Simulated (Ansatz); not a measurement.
Consider the hydrogenolysis of a Ga–B bond: `[BH2][GaH][Se]C` + H₂ → `C[Se][GaH2]` + BH₃.

Gas-phase electronic energies from Ansatz, PBE0-D4/def2-TZVP geometries. CCSD(T)/CBS is the MP2 limit (def2-TZVPP, def2-QZVPP) plus CCSD(T) − MP2 in def2-TZVPP, frozen cores. This one scheme is used for every species. DFT in def2-TZVPP. B3LYP here is the variant with VWN-RPA as its local correlation; programs differ in this. HSE06 is defined as in plane-wave codes. For Ga, Se outer-core shells are correlated without core-valence functions, which leaves a few kJ/mol of doubt a bond. Scalar relativity is left out up to krypton. Each species was taken in one conformer, which may not be the lowest.

```json
{"level": "PBE-D4", "ΔE (kJ/mol)": "-13.9", "difference from CCSD(T)/CBS": "8.2"}
{"level": "revPBE-D4", "ΔE (kJ/mol)": "-13.1", "difference from CCSD(T)/CBS": "9.0"}
{"level": "PBE0-D4", "ΔE (kJ/mol)": "-21.7", "difference from CCSD(T)/CBS": "0.4"}
{"level": "B3LYP-D4", "ΔE (kJ/mol)": "-26.0", "difference from CCSD(T)/CBS": "-3.9"}
{"level": "r2SCANh-D4", "ΔE (kJ/mol)": "-22.4", "difference from CCSD(T)/CBS": "-0.3"}
{"level": "HSE06-D4", "ΔE (kJ/mol)": "-21.6", "difference from CCSD(T)/CBS": "0.5"}
{"level": "CAM-B3LYP-D4", "ΔE (kJ/mol)": "-32.2", "difference from CCSD(T)/CBS": "-10.1"}
{"level": "PBE", "ΔE (kJ/mol)": "-17.5", "difference from CCSD(T)/CBS": "4.6"}
{"level": "r2SCANh", "ΔE (kJ/mol)": "-23.5", "difference from CCSD(T)/CBS": "-1.4"}
{"level": "r2SCAN0", "ΔE (kJ/mol)": "-26.7", "difference from CCSD(T)/CBS": "-4.6"}
{"level": "CAM-B3LYP", "ΔE (kJ/mol)": "-35.7", "difference from CCSD(T)/CBS": "-13.6"}
{"level": "CCSD/def2-SVP", "ΔE (kJ/mol)": "-39.5", "difference from CCSD(T)/CBS": "-17.4"}
{"level": "SCS-MP2/def2-TZVPP", "ΔE (kJ/mol)": "-31.7", "difference from CCSD(T)/CBS": "-9.6"}
{"level": "CCSD/def2-TZVPP", "ΔE (kJ/mol)": "-30.4", "difference from CCSD(T)/CBS": "-8.3"}
{"level": "CCSD(T)/def2-TZVPP", "ΔE (kJ/mol)": "-26.0", "difference from CCSD(T)/CBS": "-3.9"}
{"level": "HF/def2-QZVPP", "ΔE (kJ/mol)": "-56.4", "difference from CCSD(T)/CBS": "-34.3"}
{"level": "CCSD(T)/CBS", "ΔE (kJ/mol)": "-22.1", "difference from CCSD(T)/CBS": "0"}
```

Largest T1 diagnostic among the species: 0.012.

From r2SCAN to r2SCAN0 (25 % exact exchange), in def2-TZVPP and without D4, ΔE moves by −5.5 kJ/mol. In def2-TZVPP, CCSD(T) changes the Hartree–Fock value by +29.4 kJ/mol (the triples alone add +4.4 kJ/mol) and MP2 by +29.7 kJ/mol.

CCSD(T)/CBS has its own doubt, a few kJ/mol and more with outer-core shells, so smaller differences from it don't rank the levels.
